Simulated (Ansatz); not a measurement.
Correlation energies of `N=[C](Cl)[AlH][F]` by basis set

Z-matrix (Å, degrees):
```
C
Cl 1 1.780
Al 1 1.970 2 119.7
N 1 1.253 2 122.7 3 -179.9
F 3 1.643 1 117.5 2 -4.1
H 3 1.566 1 122.4 2 176.0
H 4 1.022 1 114.9 2 0.2
```

Charge 0, multiplicity 1. The structure was optimised at the PBE0-D4/def2-TZVP level. It is one conformer, not always the lowest. Frozen core, restricted reference, Ansatz. CBS rows extrapolate triple and quadruple zeta; past MP2 they add the triple-zeta difference.

```json
{"basis": "def2-SVP", "HF (Eh)": "-894.01583", "MP2 corr.": "-0.66998", "CCSD corr.": "-0.70184", "(T)": "-0.01998", "CCSD(T) total": "-894.73765"}
{"basis": "def2-TZVPP", "HF (Eh)": "-894.50014", "MP2 corr.": "-0.86965", "CCSD corr.": "-0.89765", "(T)": "-0.03790", "CCSD(T) total": "-895.43569"}
{"basis": "def2-QZVPP", "HF (Eh)": "-894.52918", "MP2 corr.": "-0.94408", "CCSD corr.": "–", "(T)": "–", "CCSD(T) total": "–"}
{"basis": "CBS(def2)", "HF (Eh)": "-894.53318", "MP2 corr.": "-0.99921", "CCSD corr.": "-1.02721", "(T)": "as TZ", "CCSD(T) total": "-895.59829"}
```
